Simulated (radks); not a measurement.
Correlation energies from several functionals, in hartree. Species: Be2+ [He]; Gd3+ [Xe] 4f7. Method: non-relativistic Kohn-Sham, exchange-only PBE, spin-polarised, spherical densities, point nucleus; computed with a radial shooting solver on a logarithmic mesh with Libxc functionals. Every spin shell is full or empty, so the densities are truly spherical. Functionals are evaluated on that one density, not self-consistently.

| functional | Be2+ | Gd3+ |
|---|---|---|
| PW92 | -0.15001 | -6.1704 |
| PZ | -0.14928 | -6.1632 |
| Wigner | -0.10420 | -3.2262 |
| PBE | -0.045480 | -3.5175 |
| PBEsol | -0.058058 | -3.9602 |
| LYP | -0.049265 | -3.2243 |
| AM05 | -0.13069 | -5.7834 |
| OP (B88) | -0.065700 | -3.1508 |
| TPSS | -0.046532 | -3.5187 |
| revTPSS | -0.049050 | -3.5524 |
| SCAN | -0.041489 | -3.5438 |
| r2SCAN | -0.041489 | -3.5607 |
| B95 | -0.055672 | -4.3596 |
